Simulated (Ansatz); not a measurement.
# Match the barriers

Saddle point of GeNH$_{5}$O, closed shell (GeNH₅O ([NH2][GeH2][OH]) → GeH₂O ([O][GeH2]) + NH₃ (still joined by a long Ge–N bond); bonds formed: N2–H4; bonds broken: O3–H4; bonds weakened to dative contacts: Ge1–N2), PBE0-D4/def2-TZVP structure:

```json
{"atom": "Ge1", "x (Å)": "-0.9707", "y (Å)": "0.1809", "z (Å)": "0.1389"}
{"atom": "N2", "x (Å)": "1.0026", "y (Å)": "-0.0800", "z (Å)": "0.0139"}
{"atom": "O3", "x (Å)": "-0.9018", "y (Å)": "-0.7815", "z (Å)": "-1.2695"}
{"atom": "H4", "x (Å)": "0.4649", "y (Å)": "-0.6449", "z (Å)": "-0.8887"}
{"atom": "H5", "x (Å)": "-1.2408", "y (Å)": "1.6988", "z (Å)": "0.0644"}
{"atom": "H6", "x (Å)": "-1.4284", "y (Å)": "-0.4038", "z (Å)": "1.4921"}
{"atom": "H7", "x (Å)": "1.4761", "y (Å)": "-0.6687", "z (Å)": "0.6888"}
{"atom": "H8", "x (Å)": "1.5981", "y (Å)": "0.6992", "z (Å)": "-0.2400"}
```

Program: Ansatz 0.2.0. Basis: def2-TZVPP, with def2-QZVPP for the basis limit. Cores are frozen in the correlated methods. Filled d shells of the heavier atoms are correlated. The def2 sets are not built for correlating such inner shells, so the correlated values are less sure here. Extrapolation: Hartree–Fock as exp(−7.88 √X), correlation as X^−2.97. Four methods, as single points on the PBE0-D4 structures, gave these electronic barriers from the start structure: 1.449, 1.623, 1.709, 2.381 eV.

Question: The methods were, in alphabetical order, HF, MP2, PBE-D4, r2SCAN-D4. Which gave which? (A judgement: the text doesn't fix the answer.)

Answer: The calculation gives: PBE-D4 1.449; r2SCAN-D4 1.623; MP2 1.709; HF 2.381 eV. For comparison, CCSD(T) at an estimated basis limit (MP2 extrapolated from triple and quadruple zeta, plus CCSD(T) − MP2 in triple zeta) gives 1.757 eV.

No T1 diagnostic of these runs exceeds 0.018.

Labels in which every atom is bracketed show which atoms are joined, not bond orders.

For scale, one of the runs: CCSD(T)/def2-TZVPP, 180 basis functions, launched by `ansatz run in.yaml --threads 4 --pin off --events-out ev --progress --plain --max-ram 9574MiB`. Hardware: 4 CPU threads of an Arm Neoverse V1, shared host. Wall time 42 s; peak host memory 1.8 GiB.
